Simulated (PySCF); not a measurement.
# Continuum solvent and chemical shifts

Structure with atom numbers: `[CH3:1][C:2](=[O:3])[c:4]1[n:5][n:6]([CH3:7])[n:8][c:9]1[CH3:10]`; H(Xn) means a hydrogen on atom n.

GIAO PBE0/pcSseg-1 in PySCF on one PBE0-D3(BJ)/def2-SVP conformer, non-relativistic, equivalent nuclei averaged. Solvents enter as an IEF-PCM continuum (tetrahydrofuran with ε = 7.4, dichloromethane with ε = 8.9) around the gas-phase geometry. Shifts are referred to TMS computed in the same medium.

Gas phase, δ in ppm: C2 196.2, C9 153.1, C4 146.0, C7 41.4, C1 29.4, C10 14.8, H(C7) 3.96, H(C10) 2.57, H(C1) 2.54. Dipole moment 3.39 D.

Question: How does each δ change in the continuum?

Answer: 
| atoms | environment | Δδ, tetrahydrofuran | Δδ, dichloromethane |
| --- | --- | --- | --- |
| C2 | ketone carbonyl carbon | +4.2 | +4.4 |
| C9 | substituted aromatic carbon next to a ring nitrogen | +1.4 | +1.5 |
| C4 | substituted aromatic carbon next to a ring nitrogen | +0.8 | +0.8 |
| C7 | methyl carbon bonded to N | +1.2 | +1.3 |
| C1 | methyl carbon α to a carbonyl | +1.3 | +1.3 |
| C10 | methyl carbon on an aromatic ring | +0.5 | +0.6 |
| H(C7) | hydrogen on a methyl carbon bonded to N | +0.17 | +0.17 |
| H(C10) | hydrogen on a methyl carbon on an aromatic ring | +0.02 | +0.02 |
| H(C1) | hydrogen on a methyl carbon α to a carbonyl | +0.13 | +0.14 |

Changes are relative to the gas phase. The dipole moment becomes 4.15 D in tetrahydrofuran, 4.18 D in dichloromethane.

Question: Which of the listed nuclei move most (in ppm), and what does the model miss? (N and O are left out, as their reference compounds move with the solvent too.)

Answer: C2 (ketone carbonyl carbon, +4.4 ppm) in dichloromethane. A continuum only polarises the solute; specific hydrogen bonds, the anisotropy of aromatic solvents and changes of geometry or conformer are outside it.
